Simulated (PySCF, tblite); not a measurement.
Species: C4H8NPSi2.
Atom-mapped SMILES: `[SiH3:1][c:2]1[cH:3][p:4][cH:5][c:6]([SiH3:7])[n:8]1` (hydrogens: H9, H10, H11 on Si1; H12 on C3; H13 on C5; H14, H15, H16 on Si7)

The geometry is computed with GFN2-xTB (gas phase).

Task: Give the optimised bond lengths and angles.

Result: 
```csv
bond,length (Å),order
"Si1–C2, C6–Si7",1.898,single
"C2–C3, C5–C6",1.385,aromatic
"C3–P4, P4–C5",1.735,aromatic
"C2–N8, C6–N8",1.328,aromatic
Si1–H9 and 5 like bonds,1.463,single
"C3–H12, C5–H13",1.083,single
```

Bonds in one row agree within 0.01 Å and their mean is given. Orders are formal, as drawn. A selection of angles:
```csv
angle,degrees
Si1–C2–C3,123.1
Si1–C2–N8,112.1
C3–C2–N8,124.9
C2–C3–P4,124.7
C3–P4–C5,98.3
C2–N8–C6,122.5
```

Si1 (SiH3 silicon) is tetrahedral (angles from 108.2° to 110.8°). The 6-membered ring C2–C3–P4–C5–C6–N8 has internal angles of 98.3° to 124.9°; it is planar, 0.00 Å rms from its mean plane, widest ring torsion 0°. P4 (phosphorus bonded to 2 C) is bent (angle 98.3°). The 8 heavy atoms lie in one plane (0.000 Å rms).

Point group: C2v (every atom within 0.08 Å of its image). GFN2-xTB frequencies show an imaginary mode (22i cm⁻¹), so the point is no minimum at that level.
